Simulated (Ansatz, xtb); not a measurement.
**A geometry optimisation of CH2GeSn with r2SCAN-D4/def2-SVP**

The starting geometry of this gas-phase singlet was built from a drawn formula by distance geometry and a force field; its bonds are those of `[CH2]=[Sn]=[Ge]`.

```csv
atom,x (Å),y (Å),z (Å)
C,-2.5456,1.7712,-1.6712
Ge,0.0734,-0.8180,0.0381
Sn,-1.2764,0.5381,-0.8832
H,-3.3742,2.1833,-1.0579
H,-2.4042,2.0748,-2.6406
```

Predict what it relaxes into with r2SCAN-D4/def2-SVP.

It keeps its bonds, and is `[CH2]=[Sn]=[Ge]`. Distances that change by over a tenth: Ge2–Sn3 (2.12 → 2.44 Å).

The energy falls by 1.11 eV over 6 steps:

| step | E − E(last) (eV) |
| --- | --- |
| 1 | 1.114 |
| 2 | 0.122 |
| 3 | 0.018 |
| 4 | 0.004 |
| 5 | 0.000 |
| 6 | 0.000 |

Final geometry (Å):

```yaml
atoms:
  - { symbol: C, position_ang: [-2.5896, 1.8300, -1.6815] }
  - { symbol: Ge, position_ang: [0.2785, -1.0217, 0.1561] }
  - { symbol: Sn, position_ang: [-1.2975, 0.5460, -0.8533] }
  - { symbol: H, position_ang: [-3.4332, 2.2385, -1.1138] }
  - { symbol: H, position_ang: [-2.4853, 2.1567, -2.7223] }
```

From the same start GFN2-xTB ends elsewhere, differing in C1–Ge2 (2.00 against 4.44 Å here).

No frequencies were run, so the end isn't proven a minimum. Atoms past krypton carry core potentials, without spin–orbit terms. Run with Ansatz 0.2.0, 9.9 s on 2 threads of Intel(R) Xeon(R) Platinum 8259CL CPU @ 2.50GHz (Skylake/Cascade Lake), with other jobs on the host.
